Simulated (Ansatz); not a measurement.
Basis sets compared for Be₂O₂. The state is a singlet with charge 0. Geometry B3LYP-D4/def2-TZVP. Ansatz on 4 threads of Arm Neoverse V1 on a shared host; times are rough, and most runs start from earlier orbitals.

Cartesian coordinates in Å:
```
Be -0.174 -0.625 0.574
Be 0.174 0.625 -0.574
O 0.482 -0.815 -0.741
O -0.481 0.815 0.741
```

The structure comes from a short search, and lower isomers may exist.

Binding counts from free atoms (Be singlet, O triplet) in the same basis, without a counterpoise term.

```
                            level  functions  energy (Eh)  HOMO (eV)  LUMO (eV)  binding per atom (eV)  wall time
                  PBE-D4/def2-SVP         46    -179.6549      -6.00      -3.34                   4.10     0.25 s
                 PBE-D4/def2-TZVP        100    -179.8986      -5.96      -3.22                   4.24      0.4 s
r2SCAN-D4/def2-TZVP (with forces)        100    -180.0241      -6.20      -2.68                   4.16        1 s
                 PBE0-D4/def2-SVP         46    -179.6527      -7.51      -2.52                   3.85      0.3 s
                PBE0-D4/def2-TZVP        100    -179.8998      -7.42      -2.40                   4.02      0.7 s
```

Problem. Estimate the rows for PBE-D4/def2-TZVPD, r2SCAN-D4/def2-TZVPD, PBE0-D4/def2-TZVPD.

Solution. 
```json
{"level": "PBE-D4/def2-TZVPD", "functions": "124", "energy (Eh)": "-179.9047", "HOMO (eV)": "-6.08", "LUMO (eV)": "-3.26", "binding per atom (eV)": "4.26", "wall time": "0.55 s"}
{"level": "r2SCAN-D4/def2-TZVPD", "functions": "124", "energy (Eh)": "-180.0286", "HOMO (eV)": "-6.29", "LUMO (eV)": "-2.72", "binding per atom (eV)": "4.18", "wall time": "1.1 s"}
{"level": "PBE0-D4/def2-TZVPD", "functions": "124", "energy (Eh)": "-179.9051", "HOMO (eV)": "-7.51", "LUMO (eV)": "-2.44", "binding per atom (eV)": "4.05", "wall time": "0.6 s"}
```
